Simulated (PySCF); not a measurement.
C₃H₄BFO₂, SMILES O1COC=CB1F. Coordinates come from a PBE0-D3(BJ)/def2-SVP optimisation. This is a generated structure with no PubChem entry under its InChIKey; it may be hypothetical. One conformer was computed; it need not be the lowest.

Computed with PBE0-D3(BJ)/def2-SVP (PySCF 2.14.0).

Harmonic wavenumbers (cm⁻¹): 153, 247, 355, 380, 473, 572, 688, 765, 805, 876, 989, 1006, 1071, 1137, 1177, 1205, 1312, 1338, 1401, 1468, 1490, 1506, 1678, 3014, 3177, 3205, 3251. Rotational constants (GHz): 5.437, 2.498, 1.775; symmetry number 1.

Task: Work out the zero-point energy and the ideal-gas rigid-rotor harmonic-oscillator thermochemistry at 298.15 K and 1 atm.

Result: ZPE = ½ Σ hcν = ½ × 34739 cm⁻¹ = 49.66 kcal/mol. H − E(el) = 53.78 kcal/mol. Entropy in cal/(mol K): translation 39.77, rotation 26.99, vibration 9.22, total 75.99. G − E(el) = 31.12 kcal/mol. Cp = 22.22 cal/(mol K).
